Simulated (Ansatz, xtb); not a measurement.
**Relative energy of two isomers of C8H7F**

We compare X, `C=C1C=CC=CC=C1F`, a singlet, with Y, `FC1=C[C@@H]2[C@@H]3C=C[C@H]1[C@H]23`, a singlet. Both are isolated molecules in the gas phase, relaxed with PBE0-D3(BJ)/def2-SVP; the shapes shown needn't be the lowest conformers.

X (Å):

```yaml
atoms:
  - { symbol: C, position_ang: [-1.8521, -1.0501, 0.1555] }
  - { symbol: C, position_ang: [-0.5778, -1.0445, -0.3042] }
  - { symbol: C, position_ang: [0.0072, -2.2640, -0.8512] }
  - { symbol: C, position_ang: [1.2329, -2.5293, -1.3655] }
  - { symbol: C, position_ang: [2.3735, -1.6653, -1.5376] }
  - { symbol: C, position_ang: [2.4667, -0.3525, -1.2110] }
  - { symbol: C, position_ang: [1.4633, 0.4900, -0.6199] }
  - { symbol: C, position_ang: [0.1971, 0.1964, -0.2442] }
  - { symbol: F, position_ang: [-0.4956, 1.2093, 0.2821] }
  - { symbol: H, position_ang: [-2.4448, -1.9661, 0.1185] }
  - { symbol: H, position_ang: [-2.3149, -0.1552, 0.5687] }
  - { symbol: H, position_ang: [-0.6897, -3.1080, -0.8331] }
  - { symbol: H, position_ang: [1.3836, -3.5591, -1.7035] }
  - { symbol: H, position_ang: [3.2573, -2.1305, -1.9826] }
  - { symbol: H, position_ang: [3.4186, 0.1447, -1.4164] }
  - { symbol: H, position_ang: [1.7441, 1.5306, -0.4365] }
```

Y (Å):

```xyz
16

C     1.7314   -0.7110    0.3322
C     0.5809   -0.1783    0.7713
C    -0.2924    0.0746   -0.3883
C    -0.6894   -1.0778   -1.3890
C    -0.1808   -2.4454   -1.1900
C     1.1620   -2.4561   -1.1253
C     1.7024   -1.0338   -1.1472
C     0.4999   -0.1991   -1.6287
F     2.7344   -1.1487    1.0800
H     0.3121   -0.0268    1.8164
H    -1.0063    0.9016   -0.3584
H    -1.6314   -0.9094   -1.9167
H    -0.8233   -3.3177   -1.0554
H     1.7852   -3.3218   -0.8907
H     2.6574   -0.8845   -1.6715
H     0.5772    0.5031   -2.4621
```

**Question.** Which of the two would you expect CCSD(T)/def2-SVP + ΔMP2/def2-TZVPP electronic energies to favour?

**Answer.** Structure X; the calculation gives E(Y) − E(X) = +11.8 kcal/mol.

Level by level:

```tsv
level	geometry	E(Y) − E(X) (kcal/mol)	departure from the last row (kcal/mol)	job, with rough time for the two
GFN2-xTB	GFN2-xTB	−14.5	−26.3	optimisation, 0.14 s
HF/STO-3G	GFN2-xTB	−25.3	−37.1	single point, 0.52 s
r2SCAN-D4/def2-SVP	GFN2-xTB	+15.0	+3.2	single point, 5 s
PBE0-D3(BJ)/def2-SVP	PBE0-D3(BJ)/def2-SVP	+7.4	−4.4	optimisation, 41 s
HF/def2-SVP	PBE0-D3(BJ)/def2-SVP	+17.0	+5.2	part of the CCSD(T) run
MP2/def2-SVP	PBE0-D3(BJ)/def2-SVP	+4.0	−7.8	part of the CCSD(T) run
CCSD(T)/def2-SVP	PBE0-D3(BJ)/def2-SVP	+9.6	−2.2	single point
CCSD(T)/def2-SVP + ΔMP2/def2-TZVPP	PBE0-D3(BJ)/def2-SVP	+11.8		single point, 2.9 min
```

As drawn, Y has 4 C–C in place of 2 C=C. Structure X has a 7-membered ring, Y a 3-membered ring and 2 5-membered rings.

GFN2-xTB, HF/STO-3G put the two in the other order. The largest departure from CCSD(T)/def2-SVP + ΔMP2/def2-TZVPP is that of HF/STO-3G, 37.1 kcal/mol. The last row adds to CCSD(T) the change of the MP2 difference between the two basis sets, here +2.2 kcal/mol.

With thermal terms from frequencies at re-optimised GFN2-xTB minima (ideal gas, soft modes damped towards free rotors, one conformer each, 298.15 K, 1 atm): on the last row, ΔE + ΔZPE = +13.4, ΔH = +12.5, ΔG = +14.7 kcal/mol.

The correlated steps freeze 9 core orbitals. Mirror images aren't counted in ΔG. Programs: Ansatz 0.2.0, xtb 6.7.1; the last row on 4 threads of Arm Neoverse V1 on a shared host.
